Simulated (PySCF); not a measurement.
# Choosing a basis for TDDFT

C4H4BClO.
SMILES: `Bc1occc1Cl`

TDDFT with PBE0 (PySCF), vertical singlets, core orbitals frozen in the response, spherical d and f functions. Isolated species at its PBE0-D3(BJ)/def2-SVP geometry, gas phase.

Q: Compare 6-31G*, def2-SVP, 6-31+G*, def2-SVPD, aug-cc-pVDZ and def2-TZVP for this molecule.

A: 

```csv
basis,functions,diffuse,S1 (eV),S2 (eV),S3 (eV),S4 (eV),S5 (eV),LUMO (eV),α (au)
6-31G*,110,no,4.86,5.29,5.72,5.76,6.72,-1.87,65.5
def2-SVP,122,no,4.78,5.26,5.59,5.61,6.60,-2.07,67.4
6-31+G*,138,yes,4.70,5.20,5.64,5.68,6.49,-2.14,74.8
def2-SVPD,182,yes,4.69,5.18,5.57,5.60,6.58,-2.22,80.0
aug-cc-pVDZ,201,yes,4.63,5.14,5.57,5.60,6.35,-2.19,81.2
def2-TZVP,247,no,4.65,5.16,5.57,5.61,6.58,-2.15,76.9
```

States are compared by their number. Against the largest diffuse basis here (aug-cc-pVDZ, itself not a converged limit), sets without diffuse functions differ by up to 0.23 eV in S1 and 0.37 eV in S5; the smaller diffuse sets differ by up to 0.07 and 0.23 eV. State by state, the largest deviation of a set without diffuse functions is S1 0.23, S2 0.16, S3 0.14, S4 0.16, S5 0.37 eV. The same number needn't mean the same state in each row. Against aug-cc-pVDZ the polarisability deviates by -19% in 6-31G*, -17% in def2-SVP, -8% in 6-31+G*, -1% in def2-SVPD, -5% in def2-TZVP. A single + in a Pople set puts diffuse functions on heavy atoms only.
